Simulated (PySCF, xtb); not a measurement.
Sn(Cl)2(Me)(OMe) (C₂H₆Cl₂OSn), SMILES [CH3][Sn]([Cl])([Cl])[O]C. The values are those of a single conformer.

Harmonic wavenumbers (cm⁻¹) from GFN2-xTB (xtb 6.7.1) at its own minimum, in rising order: 37, 47, 72, 91, 92, 94, 100, 156, 242, 272, 313, 364, 450, 717, 727, 1046, 1131, 1142, 1170, 1392, 1394, 1410, 1468, 1482, 2927, 2935, 2955, 3028, 3058, 3058.

What does PBE-D3(BJ)/def2-SVP run with PySCF 2.14.0 give at its own minimum? (Estimate from the structure and the level; the computed values follow.)

45, 59, 86, 106, 109, 117, 126, 181, 257, 346, 364, 512, 545, 752, 755, 1064, 1130, 1141, 1149, 1375, 1377, 1409, 1410, 1429, 2913, 2987, 3004, 3025, 3134, 3138. Paired by order, the mean absolute difference is 35 cm⁻¹ and the zero-point energies are 47.7 and 48.7 kcal/mol.
